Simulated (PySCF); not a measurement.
Input of a run (PBE0-D3(BJ)/def2-SVP geometry optimisation, gas phase, def2 core potentials past Kr (PySCF 2.14.0)), started from GFN2-xTB:
```
{"job": {"xc": "PBE0", "basis": "def2-SVP", "d3": "d3bj", "grid": 1, "maxiter": 30, "shake": 0.01, "kind": "geom"}, "charge": 0, "multiplicity": 1}
S      3.029540    -0.686500    -0.130430
C      1.556010    -0.105280    -0.089700
C      0.339360     0.399000    -0.109240
I      0.269830     2.510320     0.262070
C     -0.909290    -0.343610    -0.235260
I     -1.872010    -0.689640     1.711510
H     -0.730990    -1.323840    -0.654070
H     -1.627290     0.220410    -0.807350
```

Output (energies in Eh, forces in Eh/bohr):
```
step   0  E = -1108.60936724  max force = 0.027031
step   1  E = -1108.61005917  max force = 0.010074
step   2  E = -1108.61100093  max force = 0.006566
step   3  E = -1108.61145686  max force = 0.002636
step   4  E = -1108.61148189  max force = 0.000721
step   5  E = -1108.61148891  max force = 0.000340
optimisation converged
```

Problem. Summarise the run.

Solution. The energy falls by 0.058 eV over 6 energy and gradient evaluations, the largest force component goes from 0.0270 to 3.4e-04 Eh/bohr, and the atoms move by 0.030 Å rms after alignment. The bond that changes most is C3–I4 (ends: outer carbon of cumulated double bonds; iodine bonded to C), which shortens by 0.038 Å. Bonds longer at the end by more than 0.005 Å: 3 of 7; shorter: 3. Among the angles that change most is S1–C2–C3, from 177.5° to 179.6°. The energy never rose by more than 1e-6 Eh on the way. The first step brought 33 % of the lowering.

Problem. What are the final bond lengths?

Solution. S1=C2 1.554 Å, C2=C3 1.319 Å, C3–I4 2.107 Å, C3–C5 1.472 Å, C5–I6 2.194 Å, C5–H7 1.097 Å, C5–H8 1.096 Å. Numbering counts from 1 in the input's order; the species is `S=C=C(I)CI`.

The run used 122 basis functions and 53 SCF cycles in all.

Whether it is a minimum is left open (no frequencies). The numbers are those of one conformer.

The values belong to the conformer `[S:1]=[C:2]=[C:3]([I:4])[CH2:5][I:6]`: C2–C3–C5–I6 101°.
